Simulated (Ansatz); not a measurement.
H₃B, charge +1, doublet, geometry from GFN2-xTB (a state made from the parent by changing its charge; the spin is typed, not shown lowest); SVWN5/6-31G** run with Ansatz (a program for electronic structure).

Here is a job for Ansatz.
Ansatz 0.2 input:
```yaml
crystal:
  periodic: [false, false, false]
  atoms:
    - {symbol: B, position_ang: [0.03835502, 0.03398175, -0.03634696]}
    - {symbol: H, position_ang: [-1.14157844, -0.19839382, -0.05654116]}
    - {symbol: H, position_ang: [0.19951765, -0.63625243, 0.94928073]}
    - {symbol: H, position_ang: [0.75028569, 0.66473750, -0.71100478]}
basis:
  gaussian:
    orbitals: 6-31G__.json
hamiltonian:
  xc: {name: SVWN5}
total_charge: 1
magnetization: {spin_polarized: true, initial_magnetization: 1}
```
The basis file holds 6-31G** in the JSON format of the Basis Set Exchange.

What the program printed (banner, timings and long lists left out):

```
Functional definition: SVWN5
311 factors; their error is unknown
mean field evaluation 1: about -701.3119 eV, gradient 1.3e1 eV
mean field evaluation 2: about -702.0813 eV, gradient 8.4e0 eV
mean field evaluation 4: about -702.5502 eV, gradient 9.1e-2 eV
mean field evaluation 8: about -702.5242 eV, gradient 1.8e-3 eV
mean field -702.52419419 eV, -25.8172879485 hartree, gradient 3.0e-5 eV, S^2 0.751635; 0 other end points of the search recorded, 0 dependent functions left out
reference -702.52420889 eV, -25.8172884888 hartree; 4, 3 occupied and 26, 27 virtual orbitals, 311 factors
Total energy: -702.52420889 eV, -25.8172884888 hartree
```
